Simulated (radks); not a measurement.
All-electron atom: the cobalt ion Co+ in [Ar] 3d8. Method: Dirac Kohn-Sham, PBE, spin-unpolarised, spherical densities, point nucleus; open shells are shared between the two j in proportion to 2j + 1; speed of light set to 411.108 atomic units (3 times the physical value, a model run); computed with a radial shooting solver on a logarithmic mesh with Libxc functionals. Some entries of the table are withheld. Estimate them.

orbital  occ.  eigenvalue (eV)  <r^2> (bohr^2)  <r> (bohr)
1s1/2       2        -7527.273        0.004331     0.05683
2s1/2       2        -886.9157         0.07870      0.2583
2p1/2       2        -770.3175         0.06258      0.2258
2p3/2       4        -768.7013         0.06275      0.2262
3s1/2       2              (1)          0.7152         (2)
3p1/2       2              (3)          0.8086      0.8266
3p3/2       4              (4)          0.8108      0.8278
3d3/2     3.2         -12.3228           1.763         (5)
3d5/2     4.8         -12.3030           1.766         (6)

Answer. 
(1) 3s1/2 eigenvalue (eV): -103.1960
(2) 3s1/2 <r> (bohr): 0.7864
(3) 3p1/2 eigenvalue (eV): -68.4788
(4) 3p3/2 eigenvalue (eV): -68.2813
(5) 3d3/2 <r> (bohr): 1.133
(6) 3d5/2 <r> (bohr): 1.134
